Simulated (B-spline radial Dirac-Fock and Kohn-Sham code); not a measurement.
# Core-level shifts of oxygen with charge state

Calculated with a radial B-spline solver, using ΔSCF Dirac-Fock with Breit, self-energy and vacuum polarisation, finite nucleus, configuration average. Each ion is free and in its tabulated ground configuration. Electron correlation is not included.

Reference: O, [He] 2s2 2p4, with 1s 545.6 eV. Shifts from it, in eV (a dash: the subshell is empty, belongs to an open shell averaged over j, or its hole state is left out as unreliable):

| ion | configuration | 1s |
| --- | --- | --- |
| O⁺ | [He] 2s2 2p3 | +22.6 |
| O²⁺ | [He] 2s2 2p2 | +50.1 |
| O³⁺ | [He] 2s2 2p1 | +82.3 |
| O⁴⁺ | [He] 2s2 | ? |
| O⁵⁺ | [He] 2s1 | – |
| O⁶⁺ | 1s2 | +192.5 |
| O⁷⁺ | 1s1 | +325.9 |

**Question.** Give the missing shifts for O⁴⁺.

**Answer.** 1s +119.1 (eV).
